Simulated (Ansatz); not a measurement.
Ligand exchange: C2Br2F4 + GeH2(CH3)F → C2BrF5 + GeH2(CH3)Br

Gas-phase species: C2Br2F4 (1,2-dibromotetrafluoroethane) `FC(F)(Br)C(F)(F)Br`, singlet; GeH2(CH3)F, singlet; C2BrF5 `FC(F)(F)C(F)(F)Br`, singlet; GeH2(CH3)Br, singlet. The partners trade Br for F: C–Br and Ge–F bonds give way to C–F and Ge–Br.

Shapes, held fixed at every level: PBE0-D4/def2-TZVP. Flexible molecules stand in one conformer, not always the lowest. Programs: Ansatz 0.2.0. The zero-point and thermal change to 298 K, harmonic and unscaled (PBE0-D4/def2-TZVP), is +3.2 kJ/mol.

```tsv
level	kind	ΔH(298 K) (kJ/mol)	less CCSD(T)/def2-TZVPP
HF/def2-SVP	Hartree–Fock	-104.5	-47.7
PBE-D4/def2-TZVPP	GGA	-51.8	+5.0
PBE0-D4/def2-TZVPP	global hybrid	-64.3	-7.5
wB97X-V/def2-TZVPP	range-separated hybrid	-58.2	-1.4
CCSD(T)/def2-SVP	coupled cluster or CI	-76.6	-19.8
CCSD/def2-SVP	coupled cluster or CI	-80.0	-23.2
CCSD/def2-TZVPP	coupled cluster or CI	-61.5	-4.7
CCSD(T)/def2-TZVPP	coupled cluster or CI	-56.8	0.0
```

The highest level, CCSD(T)/def2-TZVPP, gives ΔH(298 K) = -56.8 kJ/mol; the levels span -104.5 to -51.8. The column of differences is taken from that level and isn't an error. No measured value is set beside it here. Relativity is left out for Br, Ge. Outer-core shells of Br, Ge are correlated, in sets that cover them unevenly.
